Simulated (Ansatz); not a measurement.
Consider the redistribution: `CO[SiH](F)[SeH]` + `[NH2][SnH2][OH]` → `O[SiH](F)[SeH]` + `C[O][SnH2][NH2]`.

Calculated with Ansatz (gas phase, PBE0-D4/def2-TZVP geometries, no zero-point term in ΔE). CCSD(T)/CBS is the MP2 limit (def2-TZVPP, def2-QZVPP) plus CCSD(T) − MP2 in def2-TZVPP, frozen cores. Functionals use def2-TZVPP. def2 core potentials past Kr. For Se, Sn outer-core shells are correlated without core-valence functions, which leaves a few kJ/mol of doubt a bond. Scalar relativity is left out up to krypton. Each species was taken in one conformer, which may not be the lowest.

| level | ΔE (kJ/mol) |
| --- | --- |
| PBE-D4 | -7.5 |
| PBE0-D4 | -6.6 |
| r2SCAN0-D4 | -6.2 |
| ωB97X-V | -6.3 |
| PBE | -7.8 |
| BHLYP | -5.4 |
| HF/def2-TZVPP | -3.8 |
| HF/def2-QZVPP | -3.2 |

(1) What does CCSD(T)/CBS give? (An estimate is asked.)

(2) What do rigid-rotor, harmonic-oscillator terms from PBE0-D4/def2-TZVP frequencies (298.15 K, 1 bar) make of the CCSD(T)/CBS value? (Best estimate.)

Largest T1 diagnostic among the species: 0.013.

Results:

(1) Computed: -6.5 kJ/mol. The listed levels differ from it by -1.0, -0.1, 0.3, 0.2, -1.3, 1.1, 2.7, 3.3 kJ/mol.

(2) Computed: ΔZPE = +1.3 kJ/mol, ΔH = -6.7 kJ/mol, ΔS = -17 J/(mol·K), ΔG = -1.7 kJ/mol.

At CCSD(T), def2-SVP lies −4.0 kJ/mol from the extrapolated value and def2-TZVPP −0.2 kJ/mol. Leaving LDA and LC-ωPBE aside and taking each functional with its dispersion term where it has one, the values, not all of them listed here, spread over 2.2 kJ/mol, from PBE-D4 to BHLYP-D4.
